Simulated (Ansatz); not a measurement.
Reaction (ligand exchange at the Si–S bond): `F[Si](Cl)(Cl)S[SiH2]Cl` + `O[SiH2]F` → `F[SiH2]O[SiH2]Cl` + `F[Si](S)(Cl)Cl`

Program: Ansatz. Geometries: PBE0-D4/def2-TZVP. ΔE: electronic, gas phase. CBS: MP2 limit from def2 TZ/QZ plus the TZ coupled-cluster correction, frozen cores. This one scheme is used for every species. Functionals use def2-TZVPP. B3LYP here is the variant with VWN-RPA as its local correlation; programs differ in this. Each species was taken in one conformer, which may not be the lowest.

`F[Si](Cl)(Cl)S[SiH2]Cl`:

```xyz
9

F     1.267    1.549    1.162
Si    0.719    0.086    1.410
Cl    1.836   -0.760    2.866
Cl   -1.202    0.290    2.019
S     0.918   -1.092   -0.318
Si   -0.517   -0.109   -1.569
Cl   -2.352   -1.000   -1.449
H    -0.653    1.307   -1.171
H    -0.016   -0.270   -2.949
```

`O[SiH2]F`:

Z-matrix (Å, degrees):
```
Si
F 1 1.596
O 1 1.630 2 111.0
H 1 1.482 2 106.0 3 121.4
H 1 1.474 2 108.2 3 -116.3
H 3 0.958 1 119.1 2 71.8
```

`F[SiH2]O[SiH2]Cl`:

Cartesian coordinates in Å:
```
F 0.799 2.277 0.239
Si -0.300 1.295 0.840
O 0.106 -0.238 0.488
Si 0.359 -1.377 -0.644
Cl -0.810 -1.003 -2.285
H -1.596 1.640 0.221
H -0.289 1.444 2.308
H 1.769 -1.351 -1.079
H -0.038 -2.686 -0.088
```

`F[Si](S)(Cl)Cl`:

Cartesian coordinates in Å:
```
F 1.306 0.401 1.082
Si -0.071 -0.012 0.423
S -0.300 0.831 -1.485
Cl -1.568 0.701 1.580
Cl -0.088 -2.039 0.396
H 0.721 0.118 -1.995
```

(1) Is it downhill or uphill in electronic energy at CCSD(T)/CBS, and by how much? (An estimate is asked.)

(2) What do these levels give: PBE-D4, r2SCAN-D4, B3LYP-D4, ωB97X-V, ωB97M-V, r2SCAN, B3LYP, MP2/def2-TZVPP, SCS-MP2/def2-TZVPP, HF/def2-QZVPP, SCS-MP2/def2-QZVPP, HF/CBS(def2)? (Best estimate.)

Largest T1 diagnostic among the species: 0.011.

Answers

(1) The calculation gave: Downhill: ΔE = -52.5 kJ/mol.

(2) The calculation gave: PBE-D4 -35.8, r2SCAN-D4 -49.3, B3LYP-D4 -54.0, ωB97X-V -53.6, ωB97M-V -52.0, r2SCAN -50.9, B3LYP -63.5, MP2/def2-TZVPP -50.6, SCS-MP2/def2-TZVPP -58.8, HF/def2-QZVPP -85.2, SCS-MP2/def2-QZVPP -57.5, HF/CBS(def2) -85.5 kJ/mol.

From PBE to PBE0 (25 % exact exchange), in def2-TZVPP and without D4, ΔE moves by −5.1 kJ/mol. The D4 term adds +9.5 kJ/mol with B3LYP and +5.3 kJ/mol with PBE0; it sums over pairs of atoms, weighted by their polarisabilities, and B3LYP, whose exchange is more repulsive, gets the larger term.
